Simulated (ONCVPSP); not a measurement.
tantalum (Ta): one change to an ONCV potential, before and after

| Quantity | Value |
| --- | --- |
| Element | tantalum |
| Generator | ONCVPSP 4.0.1 |
| Type | optimised norm-conserving Vanderbilt (ONCV) |
| Functional | PW91 |
| Relativity | scalar-relativistic |
| Frozen core | [Kr] 4d10 4f14 |
| Valence charge | 13 |
| Reference configuration | 5s2 5p6 5d3 6s1 (charge +1) |
| Partial waves | 5s+6s: rc 1.90 bohr, ncon 4, nbas 8, qcut 7.7 1/bohr, 2 projectors; 5p: rc 1.35 bohr, ncon 5, nbas 8, qcut 5.6 1/bohr, 2 projectors, debl 0.7 Ha; 5d: rc 2.90 bohr, ncon 3, nbas 8, qcut 4.5 1/bohr, 2 projectors, debl 3.2 Ha |
| Local potential | polynomial inside 0.85 bohr (lpopt 5, dvloc0 -1 Ha) |
| Core correction | polynomial model core, fcfact 0.35 |

In the p channel the program set the typed energies aside and used -1.716, 0.250 Ha.

All-electron outer shells of the reference configuration (PW91, scalar-relativistic, ld1.x):

```tsv
shell	level (eV)	outermost node (bohr)	outermost maximum (bohr)
5s	-80.29	0.54	0.98
5p	-46.69	0.58	1.13
4f	-31.98	–	0.44
6s	-11.68	1.32	2.68
5d	-10.56	0.65	1.56
```

Change: core [Kr] 4d10 4f14 5s2, valence charge 11; reference 5p6 5d3.5 6s1.5; waves now 6s: rc 2.90 bohr, ncon 4, nbas 8, qcut 1.9 1/bohr, 3 projectors, debl 2.2 Ha; 5p: rc 1.50 bohr, ncon 4, nbas 8, qcut 6.3 1/bohr, 1 projector; 5d: rc 1.70 bohr, ncon 5, nbas 8, qcut 5.9 1/bohr, 2 projectors, debl 2.9 Ha; local potential polynomial inside 1.30 bohr (lpopt 5, dvloc0 -1 Ha).

Cutoffs: the cutoffs (Ha) at which the residual kinetic energy of the hardest occupied pseudo-wave falls to 1 and 0.1 mHa per electron; they do not see the model core or the augmentation charge, which bear on the density cutoff. Errors are all-electron minus pseudo energies relative to the spin-unpolarised reference configuration.

Problem. What does the change do?

Solution. The potential gets softer (90 Ha and 107 Ha → 20 Ha and 82 Ha); both files keep a bound ghost (s). The shells moved into the core no longer need plane waves of their own. Several settings change at once here, so the effects cannot be laid on one of them.

```csv
quantity,base,changed
"cutoff, loose",90 Ha,20 Ha
"cutoff, tight",107 Ha,82 Ha
loose cutoff by channel,"s 18 Ha, p 90 Ha, d 8.1 Ha","s 8.2 Ha, p 20 Ha, d 13 Ha"
bound ghosts,s,s
GHOST(+) flags under 300 eV,"d at 138.7 eV, p at 150.1 eV",s at 191.3 eV
"largest error over its own tests, meV",+245,+50
"rms error of d²Exc/dni dnj with the model core, mHa",0.98,0.41
```

 A true bound ghost makes a file unfit for plane-wave use even where its test errors are small: the radial tests pick states by their node count and pass the ghost by.
